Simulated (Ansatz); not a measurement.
Reaction (formal hydrolysis of the Sn–C bond): `O=[CH][SnH2][OH]` + H₂O → `[OH][SnH2][OH]` + `C=O`

Calculated with Ansatz (gas phase, PBE0-D4/def2-TZVP geometries, no zero-point term in ΔE). CBS: MP2 limit from def2 TZ/QZ plus the TZ coupled-cluster correction, frozen cores. This one scheme is used for every species. DFT in def2-TZVPP. HSE06 is defined as in plane-wave codes. def2 core potentials past Kr. For Sn outer-core shells are correlated without core-valence functions, which leaves a few kJ/mol of doubt a bond. One conformer a species, not always the lowest.

`O=[CH][SnH2][OH]`:

Cartesian coordinates in Å:
```
O 0.084 -1.841 0.876
C 0.875 -1.001 0.549
Sn 0.059 0.829 -0.384
O -1.848 0.376 -0.347
H 1.964 -1.164 0.719
H 0.531 1.048 -2.010
H 0.297 2.243 0.544
H -1.961 -0.492 0.054
```

H₂O:

Z-matrix (Å, degrees):
```
O
H 1 0.960
H 1 0.960 2 105.1
```

`[OH][SnH2][OH]`:

```xyz
7

O    -0.644   -0.749   -1.364
Sn   -0.241   -0.217    0.481
O     1.128    1.186    0.399
H    -0.987   -0.031   -1.900
H    -1.563    0.561    1.213
H     0.361   -1.643    1.183
H     1.946    0.894   -0.010
```

`C=O`:

```xyz
4

C    -0.004   -0.001   -0.002
O     0.991    0.375    0.543
H    -0.937    0.597   -0.001
H    -0.050   -0.970   -0.539
```

| level | ΔE (kJ/mol) |
| --- | --- |
| HSE06-D4 | -46.1 |
| ωB97X-V | -57.2 |
| r2SCAN | -51.5 |
| CCSD/def2-TZVPP | -56.3 |

(1) What does CCSD(T)/CBS give? (An estimate is asked.)

(2) What do rigid-rotor, harmonic-oscillator terms from PBE0-D4/def2-TZVP frequencies (298.15 K, 1 bar) make of the CCSD(T)/CBS value? (Estimate.)

Largest T1 diagnostic among the species: 0.016.

Results:

(1) Ansatz gave: -54.0 kJ/mol. The listed levels differ from it by 7.9, -3.2, 2.5, -2.3 kJ/mol.

(2) Ansatz gave: ΔZPE = +2.0 kJ/mol, ΔH = -54.1 kJ/mol, ΔS = -1 J/(mol·K), ΔG = -53.8 kJ/mol.

In def2-TZVPP, CCSD(T) changes the Hartree–Fock value by +18.0 kJ/mol (the triples alone add +2.3 kJ/mol) and MP2 by +14.8 kJ/mol. The D4 term adds +3.8 kJ/mol with B3LYP and +2.1 kJ/mol with PBE0; it sums over pairs of atoms, weighted by their polarisabilities, and B3LYP, whose exchange is more repulsive, gets the larger term. At CCSD(T), def2-SVP lies −6.5 kJ/mol from the extrapolated value and def2-TZVPP +0.1 kJ/mol.

B3LYP here is the variant with VWN-RPA as its local correlation; programs differ in this.
